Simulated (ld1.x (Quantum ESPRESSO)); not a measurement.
## Configuration tests for erbium (Er) (RRKJ)

* Element: Er
* Generator: ld1.x (Quantum ESPRESSO) 7.5
* Type: norm-conserving RRKJ (Kleinman–Bylander form)
* Functional: PBEsol
* Relativity: scalar-relativistic
* Frozen core: [Kr] 4d10
* Valence charge: 22
* Reference configuration: 4f12 5s2 5p6 5d0 6s2 6p0
* Partial waves: 5p (bound): rc 1.65 bohr; 5d (bound, empty): rc 2.95 bohr; 4f (bound): rc 0.85 bohr; 5s (bound): rc 1.25 bohr
* Local potential: the s channel
* Core correction: none

Occupied shells without a wave of their own: 6s. They enter only through the test configuration that unscreens the potential.

Energies are relative to the spin-unpolarised reference configuration 4f12 5s2 5p6 5d0 6s2 6p0; without spin polarisation the order of configurations can differ from experiment. Not all tests gave a result: 1 of 7 tests not solved or not reliable. Left out of the table: 4f13 5s2 5p6 5d0 6s0 6p0 (solver errors, printed error -5093 eV). The frozen-core shift is the all-electron ΔE with the core orbitals held at their reference shape minus the fully relaxed ΔE.

**Question.** Give the all-electron excitation energy and the error of the potential for: 4f12 5s2 5p6 5d0 6s1 6p0; 4f12 5s2 5p6 5d0 6s0 6p0; 4f11 5s2 5p6 5d0 6s0 6p0; 4f12 5s2 5p6 5d0 6s1 6p1; 4f12 5s2 5p6 5d0 6s1.5 6p0; 4f11 5s2 5p6 5d0 6s2 6p0.

**Answer.**

```json
{"valence configuration": "4f12 5s2 5p6 5d0 6s1 6p0", "charge": "+1", "ΔE all-electron (eV)": "6.395", "error AE − PS (meV)": "-49", "frozen-core shift (meV)": "+3.4"}
{"valence configuration": "4f12 5s2 5p6 5d0 6s0 6p0", "charge": "+2", "ΔE all-electron (eV)": "18.234", "error AE − PS (meV)": "-132", "frozen-core shift (meV)": "+9.3"}
{"valence configuration": "4f11 5s2 5p6 5d0 6s0 6p0", "charge": "+3", "ΔE all-electron (eV)": "44.489", "error AE − PS (meV)": "-324", "frozen-core shift (meV)": "+4.0"}
{"valence configuration": "4f12 5s2 5p6 5d0 6s1 6p1", "charge": "0", "ΔE all-electron (eV)": "2.815", "error AE − PS (meV)": "-35", "frozen-core shift (meV)": "+1.8"}
{"valence configuration": "4f12 5s2 5p6 5d0 6s1.5 6p0", "charge": "+0.5", "ΔE all-electron (eV)": "2.547", "error AE − PS (meV)": "-21", "frozen-core shift (meV)": "+1.5"}
{"valence configuration": "4f11 5s2 5p6 5d0 6s2 6p0", "charge": "+1", "ΔE all-electron (eV)": "10.461", "error AE − PS (meV)": "-95", "frozen-core shift (meV)": "-2.3"}
```

Levels in the configuration 4f11 5s2 5p6 5d0 6s2 6p0:

| level | all-electron (eV) | pseudo (eV) |
| --- | --- | --- |
| 4f | -18.355 | -18.674 |
| 5s | -64.927 | -64.843 |
| 5p | -38.487 | -38.367 |
| 6s | -10.724 | -10.789 |

ld1.x printed “convergence not achieved” for 6 of the counted tests; their residual had stalled under 1e-8, short of the target of 1e-14. The 6s level has no wave, so the channel is fitted at the deeper level alone: the likely source of the large errors. A variational frozen-core shift is positive and of second order in the change. This column holds negative values, so the frozen-core run of ld1.x carries numerical noise or an error of first order here, and the column gives no more than the rough size of the effect.
